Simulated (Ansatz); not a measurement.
Frontier orbitals of ClI3Ti, SMILES `[Cl][Ti]([I])([I])[I]`.

```csv
atom,x (Å),y (Å),z (Å)
Cl1,1.188,-0.066,-1.901
Ti2,0.044,-0.002,-0.070
I3,1.354,1.213,1.718
I4,-2.139,1.210,-0.465
I5,-0.446,-2.354,0.717
```

Charge 0, multiplicity 1. Correlated methods include outer-core shells of I, Ti, which these sets cover unevenly. Scalar relativity is left out up to krypton. I: def2 effective core potential. The geometry is a stationary point of PBE0-D4/def2-TZVP. Basis def2-TZVPP, the Gaussian-basis code of Ansatz.

| functional | HOMO (eV) | LUMO (eV) | gap (eV) |
| --- | --- | --- | --- |
| LDA (SPW92) | -6.91 | -4.59 | 2.32 |
| PBE | -6.74 | -4.38 | 2.36 |
| B97M-V | -6.98 | -4.33 | 2.65 |
| PBE0 | -7.79 | -3.66 | 4.13 |
| r2SCANh | -7.43 | -4.12 | 3.31 |
| r2SCAN0 | -8.00 | -3.66 | 4.34 |
| LC-ωPBE | -10.20 | -1.82 | 8.38 |
| ωB97M-V | -9.75 | -1.74 | 8.01 |

From PBE to PBE0 the HOMO moves by −1.05 eV and the LUMO by +0.72 eV, and with ωB97M-V by −3.01 and +2.64 eV, so the gap grows from 2.37 to 8.01 eV with exact exchange.

LC-ωPBE has ω = 0.4 bohr⁻¹.
